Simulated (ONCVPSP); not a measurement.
# Varying the ONCV potential for boron (B)

Base potential:

B, optimised norm-conserving Vanderbilt (ONCV), made with ONCVPSP 4.0.1 (Wu-Cohen, scalar-relativistic). Core [He], reference 2s1.5 (charge +1.5). Waves: 2s: rc 1.50 bohr, ncon 4, nbas 7, qcut 4.6 1/bohr, 2 projectors, debl 3.6 Ha; p scattering state at 0.17 Ha: rc 1.60 bohr, ncon 3, nbas 6, qcut 4.1 1/bohr, 2 projectors, debl 0.3 Ha. Local part: polynomial inside 1.35 bohr (lpopt 5, dvloc0 0 Ha). Core correction: none.

In the p channel the program set the typed energies aside and used 0.050, 0.350 Ha.

Cutoffs, loose and tight: the cutoffs (Ha) at which the residual kinetic energy of the hardest occupied pseudo-wave falls to 1 and 0.1 mHa per electron. They do not see the model core or the augmentation charge, which bear on the density cutoff. Test errors are all-electron minus pseudo excitation energies from the reference, over the configurations 2s2 2p1; 2s2; 2s1; 2s2 2p0.5. A dash means not determined; rows that change the core or the reference have their own tests.

For the base: The cutoffs count occupied waves only; projector 1 of the p channel, the hardest unoccupied one, needs 36 Ha at the loose tolerance.

| change | outcome | cutoff, loose | cutoff, tight | bound ghosts | GHOST(+) flags above zero | largest test error (meV) |
| --- | --- | --- | --- | --- | --- | --- |
| base | generated, projector energies reset by the program | 12 Ha | 45 Ha | none | p | +75 |
| local potential polynomial inside 1.35 bohr (lpopt 5, dvloc0 2.5 Ha) | generated, projector energies reset by the program | 12 Ha | 45 Ha | none | p | +72 |

Q: What comes out with this change to the base: s: qcut 4.2?

A: outcome: generated, projector energies reset by the program; cutoff, loose: 19 Ha; cutoff, tight: 48 Ha; bound ghosts: none; GHOST(+) flags above zero: p; largest test error (meV): +75.

Q: What comes out with this change to the base: s: qcut 3.1; p: qcut 2.8?

A: outcome: generated, projector energies reset by the program; cutoff, loose: 41 Ha; cutoff, tight: 53 Ha; bound ghosts: none; GHOST(+) flags above zero: none; largest test error (meV): +104.

Q: What comes out with this change to the base: s: qcut 5.9?

A: outcome: generated, projector energies reset by the program; cutoff, loose: 13 Ha; cutoff, tight: 17 Ha; bound ghosts: none; GHOST(+) flags above zero: p; largest test error (meV): +73.
